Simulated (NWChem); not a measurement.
System meant: BeHOI; SMILES [Be]([I])[OH]

Here is an NWChem input.

```
start job
memory heap 200 mb stack 900 mb global 1100 mb
geometry units angstroms noautoz
  Be     0.025795     1.569629    -0.000000
  I     -0.033211    -0.612699     0.000000
  O      0.093137     2.974887     0.000000
  H     -0.344350     3.830562     0.000000
end
basis spherical
  Be library def2-svp
  I library def2-svp
  O library def2-svp
  H library def2-svp
end
ecp
  I library def2-ecp
end
dft
  xc pbe0
  iterations 4
  mulliken
end
task dft energy
```

End of the output:

```
    Atom       Charge   Shell Charges
 -----------   ------   -------------------------------------------------------
    1 Be   4     3.89   1.96  0.39  0.14  0.93  0.48
    2 I   25    24.96   1.25  0.73  1.02  0.74  2.77  3.19  2.53  2.70  9.48  0.54
    3 O    8     8.27   1.97  0.85  0.58  2.75  2.10  0.01
    4 H    1     0.88   0.54  0.16  0.18

 center of mass
 --------------
 x =   0.00583230 y =  -0.19130662 z =   0.00000000

 moments of inertia (a.u.)
 ------------------
         804.802294162193           0.000000000000           0.000000000000
           0.000000000000           0.716976336063           0.000000000000
           0.000000000000           0.000000000000         805.519270498256

     Multipole analysis of the density
     ---------------------------------

     L   x y z        total         alpha         beta         nuclear
     -   - - -        -----         -----         ----         -------
     0   0 0 0     -0.000000    -19.000000    -19.000000     38.000000

     1   1 0 0     -0.345568     -0.113457     -0.113457     -0.118654
     1   0 1 0      0.808742    -16.384651    -16.384651     33.578045
     1   0 0 1     -0.000000     -0.000000     -0.000000      0.000000

     2   2 0 0    -28.095277    -14.386877    -14.386877      0.678477
     2   1 1 0     -2.741513      0.006388      0.006388     -2.754289
     2   1 0 1     -0.000000     -0.000000     -0.000000      0.000000
     2   0 2 0    -21.956769   -196.587684   -196.587684    371.218600
     2   0 1 1      0.000000      0.000000      0.000000      0.000000
     2   0 0 2    -28.489241    -14.244620    -14.244620      0.000000

 ------------------------------------------------------------------------
 dft energy failed                                                                                  0
 ------------------------------------------------------------------------
 ------------------------------------------------------------------------
  current input line :
    23: task dft energy
 ------------------------------------------------------------------------
 ------------------------------------------------------------------------
 This type of error is most commonly associated with calculations not reaching convergence criteria
 ------------------------------------------------------------------------
 For more information see the NWChem manual at https://nwchemgit.github.io

0:dft energy failed:Received an Error in Communication
```

Task: What is wrong, and how is it mended?

Result: The run did not converge; its last values are not results. Cause: the SCF was allowed too few iterations. This input runs:
```
start job
memory heap 200 mb stack 900 mb global 1100 mb
geometry units angstroms noautoz
  Be     0.025795     1.569629    -0.000000
  I     -0.033211    -0.612699     0.000000
  O      0.093137     2.974887     0.000000
  H     -0.344350     3.830562     0.000000
end
basis spherical
  Be library def2-svp
  I library def2-svp
  O library def2-svp
  H library def2-svp
end
ecp
  I library def2-ecp
end
dft
  xc pbe0
  iterations 150
  mulliken
end
task dft energy
```
It converges to -388.21929 Ha (PBE0/def2-SVP with def2 effective core potentials on I).
